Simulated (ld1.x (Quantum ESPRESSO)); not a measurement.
oxygen (O): excitation energies, all-electron against TM

O, norm-conserving Troullier–Martins (Kleinman–Bylander form), made with ld1.x (Quantum ESPRESSO) 7.5 (LDA (PZ), scalar-relativistic). Core [He], reference 2s1 2p5. Waves: 2s (bound): rc 0.70 bohr; 2p (bound): rc 1.95 bohr; 3d channel at 0.35 Ry: rc 1.70 bohr. Local part: all-electron potential smoothed inside 1.35 bohr (lloc = -2). Core correction: Bessel-smoothed model core, default radius (core density twice the valence density).

Energies are relative to the spin-unpolarised reference configuration 2s1 2p5; without spin polarisation the order of configurations can differ from experiment. Spin-polarised rows fill each open shell by Hund’s rule, majority spin first. The frozen-core shift is the all-electron ΔE with the core orbitals held at their reference shape minus the fully relaxed ΔE.

```json
{"valence configuration": "2s2 2p4", "charge": "0", "ΔE all-electron (eV)": "-14.584", "error AE − PS (meV)": "+4.5", "frozen-core shift (meV)": "+0.4"}
{"valence configuration": "2s2 2p3", "charge": "+1", "ΔE all-electron (eV)": "1.999", "error AE − PS (meV)": "+231", "frozen-core shift (meV)": "+0.4"}
{"valence configuration": "2s2 2p2", "charge": "+2", "ΔE all-electron (eV)": "35.708", "error AE − PS (meV)": "+1003", "frozen-core shift (meV)": "+1.1"}
{"valence configuration": "2s2 2p0", "charge": "+4", "ΔE all-electron (eV)": "166.627", "error AE − PS (meV)": "+7347", "frozen-core shift (meV)": "+24"}
{"valence configuration": "2s2 2p1", "charge": "+3", "ΔE all-electron (eV)": "89.671", "error AE − PS (meV)": "+3033", "frozen-core shift (meV)": "+5.9"}
{"valence configuration": "2s0 2p6", "charge": "0", "ΔE all-electron (eV)": "14.644", "error AE − PS (meV)": "+5.0", "frozen-core shift (meV)": "+0.5"}
{"valence configuration": "2s1 2p5 (spin-polarised)", "charge": "0", "ΔE all-electron (eV)": "-1.556", "error AE − PS (meV)": "+6.7", "frozen-core shift (meV)": "+0.5"}
```

Q: What are ΔE and the potential's error for 2s2 2p4.3?

A: ΔE = -16.758 eV all-electron; the error (AE − PS) is -21 meV.

Q: What are ΔE and the potential's error for 2s2 2p4 (spin-polarised)?

A: ΔE = -15.993 eV all-electron; the error (AE − PS) is -21 meV.

Levels in the configuration 2s2 2p2:

| level | all-electron (eV) | pseudo (eV) |
| --- | --- | --- |
| 2s | -58.017 | -57.464 |
| 2p | -43.350 | -42.095 |
